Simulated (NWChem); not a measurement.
Molecule: InH$_{2}$OCl; SMILES [Cl][InH][OH]

```xyz
5

In    -0.3066     0.3546     0.0000
H     -1.9465     0.8367     0.0000
Cl     0.3026    -1.9082     0.0000
O      1.3353     1.4756     0.0000
H      1.1426     2.4204     0.0000
```
Atoms are numbered in this order, from 1.

Coordinates come from a PBE0/def2-SVP optimisation. No frequency run checked for a minimum. def2 effective core potentials on In; no spin-orbit coupling.

Symmetry labels are those of Cs in the frame above (b1 and b2, or b-type labels, depend on it).

Problem. List the 4 lowest vertical singlet excitations from CAM-B3LYP/def2-SVPD with def2 effective core potentials on In, TDA (NWChem).

Solution. 
```tsv
state	energy (eV)	oscillator strength	symmetry	leading excitation (squared amplitude)
S1	5.88	0.005	a"	HOMO → LUMO (0.94)
S2	5.91	0.004	a"	HOMO−1 → LUMO+1 (0.81)
S3	6.03	0.051	a'	HOMO → LUMO+1 (0.75)
S4	6.29	0.010	a'	HOMO−1 → LUMO (0.57)
```
